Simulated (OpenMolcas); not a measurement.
Sn II: effect of the active space

- Program: OpenMolcas
- Method: SS-CASPT2 or its RAS form, IPEA 0.25 Eh, imaginary shift 0.1 Eh
- Basis: ANO-RCC-VTZP
- Scalar Hamiltonian: DKH2, point nucleus
- Spin-orbit coupling: RASSI with atomic mean-field integrals over the reference wave functions, term energies averaged over their components

A. 3 electrons in 4 orbitals (5s 5p); 2S+1 = 4 odd, 1 root; 2S+1 = 2 odd, 3 roots; 2S+1 = 4 even, 3 roots; 2S+1 = 2 even, 9 roots; closed shells correlated: 4d; CASPT2 step of the order of 2 core-seconds
B. 3 electrons in 8 orbitals (5s 5p 6s 6p); 2S+1 = 4 odd, 1 root; 2S+1 = 2 odd, 3 roots; 2S+1 = 4 even, 3 roots; 2S+1 = 2 even, 6 roots; closed shells correlated: 4d; CASPT2 step of the order of 4 core-seconds
C. 3 electrons in 9 orbitals (RAS2 5s 5p; RAS3 5d, at most 2 electrons); 2S+1 = 4 odd, 1 root; 2S+1 = 2 odd, 8 roots; 2S+1 = 4 even, 3 roots; 2S+1 = 2 even, 9 roots; closed shells correlated: 4d; CASPT2 step of the order of 8 core-seconds

Energies in cm-1 above 5s2 5p 2P* 1/2, the measured ground level; measured values from NIST Handbook of Basic Atomic Spectroscopic Data.

```tsv
Level	A	B	C	Measured
5s2 5p 2P* 1/2	0.0	0.0	0.0	0.0
5s2 5p 2P* 3/2	3790	3420	3750	4251
5s 5p2 4P 1/2	45550	45730	46070	46464
5s 5p2 4P 3/2	47080	47010	47600	48368
5s 5p2 4P 5/2	49120	49020	49620	50730
5s 5p2 2D 3/2	62980	61060	61400	58844
5s 5p2 2D 5/2	63300	61870	61850	59463
```

Deviations, from unrounded energies. A percentage is the sum of absolute deviations over the sum of measured energies, with the sign that they share, or ± where signs differ.

```json
{"Against measurement": "mean absolute deviation (cm-1)", "Levels": "6", "A": "2000", "B": "1500", "C": "1300"}
{"Against measurement": "fine structure of the ground term (%)", "Levels": "1", "A": "-10.8", "B": "-19.5", "C": "-11.7"}
{"Against measurement": "other configurations (%)", "Levels": "5", "A": "±4.5", "B": "±3.2", "C": "±2.7"}
```

C lies closest to measurement on these levels and A furthest from it. The largest miss of C in the table is 5s 5p2 2D 3/2, by +2600 cm-1. The ranking rests on the paired levels alone, and a cruder setting can come out closer through cancelling errors.

Among A to C the level of the table that moves most is 5s 5p2 2D 3/2, by 1900 cm-1 (lowest in B, highest in A). Moves below CASPT2's spread within the term are not significant.

CASPT2 breaks the degeneracy within a term, and the mean is taken; among the terms shown or strongly mixed into the levels shown the widest spread is 390 cm-1 (5s 5p2 2D, B). Over all roots computed the reference weight is 0.87 to 0.94 in B; the roots of lowest weight are the least certain, and an intruder state may touch them. Terms of s pⁿ other than that of highest spin mix with s² pⁿ⁻² d, which this space lacks; all of them can be thousands of cm-1 off, and some have no real level of that name (holds for A; B). The run also gave levels led by 5s2 6s, which use shells meant for correlation; these and all levels above them are left out (holds for B). Some terms miss by over 15 % even with CASPT2, which points to a basis or an active space too small for the shells correlated (holds for B). Active for correlation alone: 5d; no level in the range computed is led by a configuration that fills it, so any true level of that kind is missing (holds for C). Some terms mix strongly with configurations of 5d, whose occupation reaches 0.19 (5s 5p2 2D) (holds for C). Computed and measured levels are paired by configuration, term and J; levels that our copy of the source lacks, or whose pairing is in doubt (as where it misses far off the trend of its configuration), stay unpaired and out of the deviations. Levels of configurations outside the active space are missing. The table leaves out levels that lie high or whose names do not pair safely across all columns.

* marks odd parity.
